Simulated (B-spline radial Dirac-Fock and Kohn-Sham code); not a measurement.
# Ionisation of each subshell: S⁵⁺

System: sulfur as S⁵⁺, [Ne] 3s1; nuclear rms radius 3.2611 fm (A = 32).

These are calculated numbers from a B-spline atomic structure program; the model is ΔSCF Dirac-Fock with Breit, self-energy and vacuum polarisation, finite nucleus, configuration average. Correlation and solid-state effects are left out. Energies are counted from the vacuum level. Subshells whose hole state is unreliable or did not converge are left out.

All terms are in eV, carry their sign (relaxation lowers the binding energy) and add up to the binding energy; ⟨r⟩ is the mean radius of the orbital in the initial state.

```csv
subshell,−ε (Koopmans),relaxation,Gaunt,retardation,QED,binding energy,⟨r⟩ (bohr)
2p1/2,262.3,-3.89,-0.15,0.02,0.01,258.2,0.436
2p3/2,260.9,-3.85,-0.09,0.02,0.01,257.0,0.438
3s,87.62,-0.03,-0.01,0.00,-0.01,87.57,1.425
```

Spin-orbit splittings: 2p 1.23 eV.

Going to the tabulated ground configuration of the next ion removes an electron from M1 (3s), computed at 87.57 eV. NIST lists 88.0529 eV as the ionisation energy of this species (measured), +0.49 eV from the computed value. The gap is mostly the missing electron correlation.
